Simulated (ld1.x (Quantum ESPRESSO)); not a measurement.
phosphorus (P): one change to an RRKJ potential, before and after

ld1.x (Quantum ESPRESSO) 7.5 input, shortened:

```
&input
   title='P', zed=15., rel=1, dft='PZ', iswitch=3,
   config='[Ne] 3s2 3p2.5'
 /
 &inputp
   pseudotype=2, tm=.false., rho0=0.01, lloc=1,
   nlcc=.true., new_core_ps=.true., rcore=0.95
 /
2
3S  1  0   2.00   0.00  1.30  1.30  0.0
3P  2  1   2.50   0.00  1.95  1.95  0.0
 &test
   configts(1)='3s2 3p2.5'
 /
```

All-electron outer shells of the reference configuration (LDA (PZ), scalar-relativistic, ld1.x):

| shell | level (eV) | outermost node (bohr) | outermost maximum (bohr) |
| --- | --- | --- | --- |
| 3s | -18.47 | 0.66 | 1.56 |
| 3p | -9.76 | 0.64 | 1.79 |

Change: all radii but the core radius scaled by about 1.24 (s 1.62, p 2.42 bohr).

Cutoffs: the cutoffs (Ry, on a coarse ladder) from which the occupation-weighted sum of valence levels, in a spherical-Bessel basis at the reference potential, stays within 10 and 1 mRy of its value at 400 Ry; they do not see the model core or the augmentation charge, which bear on the density cutoff. Errors are all-electron minus pseudo energies relative to the spin-unpolarised reference configuration.

Task: How do hardness, ghosts and transferability respond?

Result: The potential gets harder (18 Ry and 50 Ry → 35 Ry and 55 Ry); of the 9 tests that both files solve, the error grows in 3 and shrinks in 4 by more than 15 % and 0.3 meV (median size 2.8 → 7.2 meV); neither file shows a bound ghost.

```csv
quantity,base,changed
"cutoff, loose",18 Ry,35 Ry
"cutoff, tight",50 Ry,55 Ry
bound ghosts,none,none
"error for 3s2 3p3, meV [ΔE -3.82 eV]",+0.8,+0.9
"error for 3s2 3p2, meV [ΔE 6.00 eV]",+0.7,+0.6
"error for 3s2 3p1, meV [ΔE 25.25 eV]",+14,+8.3
"error for 3s2 3p0, meV [ΔE 55.14 eV]",+56,+22
"error for 3s0 3p5, meV [ΔE 13.32 eV]",-2.8,+11
"error for 3s1 3p4, meV [ΔE 4.67 eV]",-0.6,+2.5
"error for 3s1 3p3, meV [ΔE 15.07 eV]",+1.0,+7.2
"error for 3s2 3p2.5 (spin-polarised), meV [ΔE -1.18 eV]",+13,+5.6
"error for 3s2 3p3 (spin-polarised), meV [ΔE -5.33 eV]",+16,+8.3
```
